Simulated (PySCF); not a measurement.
## Effect of structural changes

Computed with PySCF, TDA LC-wPBE/def2-SVP excited states, vertical, gas phase. Geometry: GFN2-xTB.

Each molecule in one low-energy conformer.

Task: How does the vertical S1–T1 gap change along this series?
- Cn1c(F)ccc1C=O (H replaced by F)
- CSc1ccc(C=O)n1C (H replaced by SCH3)
- C#Cc1ccc(C=O)n1C (H replaced by ethynyl)

Result: 
| molecule | S1 (eV) | S1 from | f(S1) | T1 (eV) | T1 from | S1 − T1 (eV) | S0–T1 spin-orbit coupling (cm⁻¹) | S1–T1 spin-orbit coupling (cm⁻¹) |
| --- | --- | --- | --- | --- | --- | --- | --- | --- |
| Cn1c(F)ccc1C=O | 4.26 | HOMO−1→LUMO | 0.000 | 3.36 | HOMO→LUMO | 0.90 | 0.04 | 20.84 |
| CSc1ccc(C=O)n1C | 4.24 | HOMO−1→LUMO | 0.000 | 3.14 | HOMO→LUMO | 1.10 | 0.70 | 21.44 |
| C#Cc1ccc(C=O)n1C | 4.11 | HOMO−2→LUMO | 0.000 | 3.04 | HOMO→LUMO | 1.07 | 0.04 | 17.34 |

The vertical S1–T1 gap is lowest for Cn1c(F)ccc1C=O and highest for CSc1ccc(C=O)n1C.
